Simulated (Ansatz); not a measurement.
`C=CB[SiH2][SiH3]` and `[SiH3]B[SiH2][SiH3]` differ in one atom or group.

Ansatz, PBE0-D4/def2-TZVP geometries, multiplicity 1. Each molecule was computed in one conformer, which needn't be the lowest.

| property | `C=CB[SiH2][SiH3]` |
| --- | --- |
| HOMO–LUMO gap (PBE/def2-TZVPP) / eV | 3.12 |
| size of the dipole moment (ωB97M-V/def2-TZVPP) / D | 1.87 |
| LUMO energy (PBE/def2-TZVPP) / eV | -3.43 |
| size of the dipole moment (PBE/def2-TZVPP) / D | 1.79 |
| HOMO energy (B3LYP/def2-TZVPP) / eV | -7.44 |
| LUMO energy (PBE0/def2-TZVPP) / eV | -2.53 |

(1) Give the same properties after the change, and the shifts. (Estimate.)

Results:

(1) Ansatz gave: 
| property | `[SiH3]B[SiH2][SiH3]` | shift |
| --- | --- | --- |
| HOMO–LUMO gap (PBE/def2-TZVPP) / eV | 2.96 | -0.16 |
| size of the dipole moment (ωB97M-V/def2-TZVPP) / D | 0.47 | -1.40 |
| LUMO energy (PBE/def2-TZVPP) / eV | -3.71 | -0.28 |
| size of the dipole moment (PBE/def2-TZVPP) / D | 0.50 | -1.29 |
| HOMO energy (B3LYP/def2-TZVPP) / eV | -7.56 | -0.12 |
| LUMO energy (PBE0/def2-TZVPP) / eV | -2.83 | -0.30 |

With PBE0 the HOMO falls by 0.12 eV and the LUMO falls by 0.30 eV, so the gap narrows by about 0.18 eV. PBE moves the HOMO by -0.13 eV and ωB97M-V by -0.12 eV. Dipoles are sizes alone; their direction can turn.

B3LYP here is the variant with VWN-RPA as its local correlation; programs differ in this.
